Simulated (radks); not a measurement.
Species: Fe V. Configuration: [Ar] 3d4. All-electron calculation, scalar-relativistic Kohn-Sham, MS2 meta-GGA, spin-polarised, spherical densities, finite nucleus; open shells are filled with parallel spins first; meta-GGA in the generalised Kohn-Sham scheme; Fermi nuclear charge, rms radius 3.7377 fm. Program: a radial shooting solver on a logarithmic mesh with Libxc functionals.

Unscreened Slater integrals over Kohn-Sham orbitals (eV). They are taken over the spin-up orbitals.

integral    value
F0(3d,3d)  27.283
F2(3d,3d)  13.038
F4(3d,3d)  8.1977
F0(3d,3p)  28.342
F2(3d,3p)  13.715
G1(3d,3p)  16.865
G3(3d,3p)  10.373
F0(3d,3s)  28.900
G2(3d,3s)  12.967
F0(3d,2p)  37.169
F2(3d,2p)  7.4358
G1(3d,2p)  5.5626
G3(3d,2p)  3.1583
F0(3p,3p)  29.701
F2(3p,3p)  14.997
F0(3p,3s)  30.288
G1(3p,3s)  20.180
F0(3p,2p)  40.154
F2(3p,2p)  8.0898
G0(3p,2p)  3.1522
G2(3p,2p)  3.3041
F0(3s,3s)  30.930
F0(3s,2p)  40.999
G1(3s,2p)  3.3916
F0(2p,2p)  105.45
F2(2p,2p)  49.666

Derived for the open shells (J is the average intra-shell exchange parameter used in DFT+U). 3d: Racah B = F2/49 - 5 F4/441 = 0.1731 eV, C = 35 F4/441 = 0.6506 eV, C/B = 3.76, F4/F2 = 0.629, J = (F2 + F4)/14 = 1.517 eV.
